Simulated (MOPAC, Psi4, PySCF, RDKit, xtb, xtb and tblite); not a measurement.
Two geometries of SMILES N#CCCc1cccs1 (C₇H₇NS), relaxed at GFN2-xTB with one dihedral held; other torsions can differ between them too.

Structure A

```
16

N      1.8380     2.2799     0.9636
C      1.9563     1.3321     0.3361
C      2.0915     0.1236    -0.4363
C      1.1420    -0.9685     0.0950
C     -0.2791    -0.5250     0.0170
C     -1.0659    -0.0285     1.0072
C     -2.3552     0.3412     0.5588
C     -2.5282     0.1261    -0.7675
S     -1.1215    -0.5352    -1.5015
H      1.8510     0.3490    -1.4794
H      3.1294    -0.2152    -0.3794
H      1.3903    -1.1908     1.1354
H      1.2888    -1.8728    -0.4999
H     -0.7378     0.0746     2.0260
H     -3.1146     0.7504     1.2004
H     -3.3934     0.3125    -1.3718
```

Structure B

```
16

N      1.9225     2.2927     0.9237
C      2.0274     1.3232     0.3274
C      2.1251     0.0950    -0.4162
C      1.1182    -0.9508     0.1151
C      0.6785    -1.8684    -0.9727
C     -0.5143    -1.8963    -1.6240
C     -0.5724    -2.8824    -2.6363
C      0.5804    -3.5863    -2.7445
S      1.7636    -3.0654    -1.6110
H      1.8975     0.3259    -1.4622
H      3.1469    -0.2866    -0.3650
H      0.2374    -0.4360     0.5078
H      1.5755    -1.5118     0.9324
H     -1.3313    -1.2377    -1.3877
H     -1.4365    -3.0541    -3.2524
H      0.8182    -4.3843    -3.4192
```

Q: Which is lower in energy at the level B3LYP-D3(BJ)/def2-SVP // GFN2-xTB run with Psi4, and by how much?

A: A is lower, by 1.73 kcal/mol (dihedral C2–C3–C4–C5: 60° in A, 150° in B).

E(B) − E(A) in kcal/mol at the other levels, on the same two geometries: GFN2-xTB (xtb and tblite) 1.23; MMFF94 // GFN2-xTB (RDKit) 0.38; B3LYP/def2-SVP // GFN2-xTB (Psi4) 0.86; PBE/def2-SVP // GFN2-xTB (Psi4) 0.96; PBE-D3(BJ)/def2-SVP // GFN2-xTB (Psi4) 1.48; UFF // GFN2-xTB (RDKit) 1.26; PM7, restricted, heats of formation // GFN2-xTB (MOPAC) 0.17; AM1, restricted, heats of formation // GFN2-xTB (MOPAC) -0.38; GFN1-xTB // GFN2-xTB (xtb) 0.96; restricted B3LYP/6-31G*, spherical d, density fitting // GFN2-xTB (PySCF) 0.78; restricted B3LYP/6-311+G**, spherical d, density fitting // GFN2-xTB (PySCF) 0.50; restricted MP2 (frozen core)/3-21G // GFN2-xTB (PySCF) 2.08; restricted Hartree-Fock/6-31G*, spherical d, density fitting // GFN2-xTB (PySCF) 0.90.
